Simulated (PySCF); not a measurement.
PySCF 2.14 output of an unrestricted LDA calculation on a single atom or ion in cc-pVTZ-DK (7s6p4d2f1g, 68 functions), with the spin-free X2C one-electron Hamiltonian (Gaussian nucleus):

```
SCF conv_tol = 1e-09
number electrons alpha = 14  beta = 10
    P. A. M. Dirac.,  Math. Proc. Cambridge Philos. Soc. 26, 376 (1930)
    F. Bloch.,  Z. Phys. 57, 545 (1929)
    S. H. Vosko, L. Wilk, and M. Nusair.,  Can. J. Phys. 58, 1200 (1980)
cycle= 1 E= -1388.35454009136  delta_E= -0.0147  |g|= 0.0733  |ddm|= 0.838
cycle= 2 E= -1388.35429899749  delta_E= 0.000241  |g|= 0.0868  |ddm|= 0.171
cycle= 3 E= -1388.35537876441  delta_E= -0.00108  |g|= 0.00157  |ddm|= 0.115
cycle= 4 E= -1388.35537908064  delta_E= -3.16e-07  |g|= 7e-05  |ddm|= 0.00186
cycle= 5 E= -1388.35537908189  delta_E= -1.25e-09  |g|= 1.66e-05  |ddm|= 0.000147
cycle= 6 E= -1388.35537908194  delta_E= -4.52e-11  |g|= 1.74e-06  |ddm|= 2.26e-05
converged SCF energy = -1388.35537908194  <S^2> = 6.0009708  2S+1 = 5.0003883
```

The run itself started from symmetry-adapted Hartree-Fock orbitals and held the occupation by maximum overlap, on a logarithmic radial grid, so the iterations belong to that start.

**Question.** Which element, charge and spin multiplicity is this?

**Answer.** Co(3+) (cobalt, charge +3), multiplicity 5; the state was [Ar] 3d6, high-spin 5D determinant.
